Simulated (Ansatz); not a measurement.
CH4Te (SMILES C[TeH]) moved off its minimum; all values from Ansatz (a quantum-chemistry and plane-wave program), cores frozen in correlated methods. Elements past Kr take the def2 small-core potentials, without spin–orbit coupling.
(charge 0, multiplicity 1)
```xyz
6

Te    -0.00694     0.05378     0.15339
H     -0.32903     1.38750    -0.92021
C     -0.05366    -1.45075    -1.09497
H      0.75036    -1.18560    -1.95904
H     -1.04532    -1.57620    -1.59172
H      0.18632    -2.49515    -0.56313
```

Forces at HF/def2-TZVPP (eV/Å):

| atom | Fx | Fy | Fz |
|---|---|---|---|
| Te1 | -0.215 | 4.154 | 2.620 |
| H2 | 0.256 | -1.330 | 0.647 |
| C3 | 1.251 | -4.298 | -4.674 |
| H4 | -2.108 | -1.454 | 2.221 |
| H5 | 1.112 | 0.066 | 0.524 |
| H6 | -0.295 | 2.861 | -1.338 |

Q: Give the forces (eV/Å), the total energy and the dipole at CCSD(T)/def2-TZVPPD.

A: 
| atom | Fx | Fy | Fz |
|---|---|---|---|
| Te1 | -0.130 | 3.960 | 2.878 |
| H2 | 0.191 | -1.058 | 0.422 |
| C3 | 1.216 | -4.081 | -4.372 |
| H4 | -1.814 | -1.300 | 1.891 |
| H5 | 0.779 | 0.004 | 0.341 |
| H6 | -0.243 | 2.475 | -1.159 |
Energy -307.5419 hartree, dipole 1.37 D.
